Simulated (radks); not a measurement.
Q: Excited configurations of neutral copper: one electron is placed in a higher orbital outside [Ar] 3d10. The ground configuration is [Ar] 3d10 4s1. All-electron calculation, scalar-relativistic Kohn-Sham, BLYP, spin-polarised, spherical densities, finite nucleus; open shells are filled with parallel spins first; Fermi nuclear charge, rms radius 3.8823 fm. Program: a radial shooting solver on a logarithmic mesh with Libxc functionals. Excitation = E - E(ground); binding = E(ion) - E, where the ion is the core of charge +1; n* = 1/sqrt(2 binding) in atomic units, and the quantum defect is n - n*.

| outer orbital | excitation (eV) | binding (eV) | n* | quantum defect | eigenvalue (eV) | <r> (bohr) |
|---|---|---|---|---|---|---|
| 4p | 4.255 | 4.188 | 1.802 | 2.198 | -1.829 | 4.353 |
| 4d | 6.902 | 1.540 | 2.972 | 1.028 | -0.650 | 10.14 |
| 5s | 5.814 | 2.629 | 2.275 | 2.725 | -1.527 | 8.003 |
| 6s | 7.049 | 1.394 | 3.124 | 2.876 | -0.825 | 15.51 |
| 7d | 7.899 | 0.544 | 5.002 | 1.998 | -0.342 | 42.07 |

Estimate the row for 6d.

A: excitation (eV) 7.724; binding (eV) 0.719; n* 4.351; quantum defect 1.649; eigenvalue (eV) -0.415; <r> (bohr) 28.73. The Delta-SCF ionisation energy is 8.443 eV (NIST Atomic Spectra Database: 7.726 eV, measured). Self-interaction in the functional shifts the binding energies and quantum defects, so they are the method's values and not measured ones.
